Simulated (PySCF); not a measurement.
Isomers of C6H7Cl.

All values: PBE0/pcSseg-1 (PySCF) at GFN2-xTB geometries, gas phase, one conformer each.

**Question.** Rank by HOMO–LUMO gap, lowest first.
A. `Cl[C@H]1[C@@H]2[C@H]1C=CC2`
B. `[CH2:1]=[CH:2][C:3](=[CH2:4])/[CH:5]=[CH:6]/[Cl:7]` with C1–C2–C3–C4 -148°, C2–C3–C5–C6 27°
C. `[Cl:1]/[CH:2]=[CH:3]/[CH2:4][C:5]1=[CH:6][CH2:7]1` with C2–C3–C4–C5 118°, C3–C4–C5–C6 -2°
D. `[CH2:1]=[CH:2]/[CH:3]=[CH:4]\[C:5](=[CH2:6])[Cl:7]` with C1–C2–C3–C4 180°, C3–C4–C5–C6 180°
E. `CC#C/C(C)=C/Cl`

**Answer.** D (4.80 eV), B (5.39 eV), E (5.91 eV), C (6.99 eV), A (7.15 eV).

**Question.** Rank by dipole moment, lowest first.
A. `[CH2:1]=[CH:2][C:3](=[CH2:4])/[CH:5]=[CH:6]/[Cl:7]` with C1–C2–C3–C4 -148°, C2–C3–C5–C6 27°
B. `[CH:1]#[C:2][CH2:3][C:4](=[CH2:5])[CH2:6][Cl:7]` with C2–C3–C4–C5 109°, C3–C4–C6–Cl7 -73°
C. `[Cl:1]/[CH:2]=[CH:3]/[CH2:4][C:5]1=[CH:6][CH2:7]1` with C2–C3–C4–C5 118°, C3–C4–C5–C6 -2°
D. `CC#C/C(C)=C/Cl`

**Answer.** C (1.28 D), A (1.56 D), B (1.76 D), D (2.27 D).

**Question.** Rank by HOMO energy, highest first.
A. `[CH:1]#[C:2][CH2:3][C:4](=[CH2:5])[CH2:6][Cl:7]` with C2–C3–C4–C5 109°, C3–C4–C6–Cl7 -73°
B. `[Cl:1]/[CH:2]=[CH:3]/[CH2:4][C:5]1=[CH:6][CH2:7]1` with C2–C3–C4–C5 118°, C3–C4–C5–C6 -2°
C. `Cl[C@@H]1[C@@H]2C=CC[C@H]12`
D. `[CH2:1]=[CH:2][C:3](=[CH2:4])/[CH:5]=[CH:6]/[Cl:7]` with C1–C2–C3–C4 -148°, C2–C3–C5–C6 27°

**Answer.** D (-6.61 eV), C (-6.90 eV), B (-7.09 eV), A (-7.78 eV).

All values together:

```
                     SMILES  μ (D)  HOMO (eV)  LUMO (eV)  lowest IAO charge (e)  highest IAO charge (e)  lowest Hirshfeld charge (e)  highest Hirshfeld charge (e)
Cl[C@@H]1[C@@H]2C=CC[C@H]12   1.90      -6.90       0.25             -0.271 (C)              +0.168 (H)                   -0.072 (C)                    +0.053 (H)
             CC#C/C(C)=C/Cl   2.27      -6.57      -0.66             -0.436 (C)              +0.177 (H)                   -0.117 (C)                    +0.062 (H)
               C#CCC(=C)CCl   1.76      -7.78      -0.57             -0.309 (C)              +0.201 (H)                   -0.123 (C)                    +0.091 (H)
            C=CC(=C)/C=C/Cl   1.56      -6.61      -1.22             -0.316 (C)              +0.173 (H)                   -0.097 (C)                    +0.051 (H)
            C=C/C=C\C(=C)Cl   1.36      -6.49      -1.69             -0.323 (C)              +0.169 (H)                   -0.106 (C)                    +0.056 (H)
             Cl/C=C/CC1=CC1   1.28      -7.09      -0.10             -0.283 (C)              +0.172 (H)                   -0.106 (C)                    +0.071 (H)
```

Conformers: `[CH:1]#[C:2][CH2:3][C:4](=[CH2:5])[CH2:6][Cl:7]` with C2–C3–C4–C5 109°, C3–C4–C6–Cl7 -73°; `[CH2:1]=[CH:2][C:3](=[CH2:4])/[CH:5]=[CH:6]/[Cl:7]` with C1–C2–C3–C4 -148°, C2–C3–C5–C6 27°; `[CH2:1]=[CH:2]/[CH:3]=[CH:4]\[C:5](=[CH2:6])[Cl:7]` with C1–C2–C3–C4 180°, C3–C4–C5–C6 180°; `[Cl:1]/[CH:2]=[CH:3]/[CH2:4][C:5]1=[CH:6][CH2:7]1` with C2–C3–C4–C5 118°, C3–C4–C5–C6 -2°.
